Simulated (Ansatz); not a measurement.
FGeH3Se3 (`[F][Ge]([SeH])([SeH])[SeH]`), relaxed with RKS PBE-D4/def2-SVP in Ansatz 0.2.0 from a rough embedded geometry. The force threshold is 0.03 eV/Å; the program also tests the step.

Total charge 0; spin multiplicity 1.

Start:

```xyz
8

F     0.520    0.040    2.132
Ge   -0.052    0.086    0.404
Se   -0.169    2.307   -0.329
Se    1.502   -1.063   -0.941
Se   -2.179   -0.900    0.267
H     1.363    2.494   -0.098
H     0.602   -0.756   -2.192
H    -1.587   -2.208    0.757
```

By how much does the energy fall, and how many steps does the optimiser take? (Estimate.)

Ansatz gave: 24.25 kJ/mol, in 6 steps.

Which bonds change most? (Best estimate.)

Ansatz gave: Se4–H7 from 1.571 to 1.486 Å; Se3–H6 from 1.561 to 1.486 Å; F1–Ge2 from 1.821 to 1.765 Å; Se5–H8 from 1.517 to 1.486 Å.

Give the relaxed structure. (Best estimate.)

Ansatz gave: 
```xyz
8

F     0.675   -0.065    2.012
Ge   -0.030    0.091    0.401
Se   -0.269    2.373   -0.165
Se    1.557   -1.118   -0.873
Se   -2.226   -0.782    0.387
H     1.208    2.519   -0.247
H     0.779   -0.866   -2.114
H    -1.694   -2.153    0.599
```
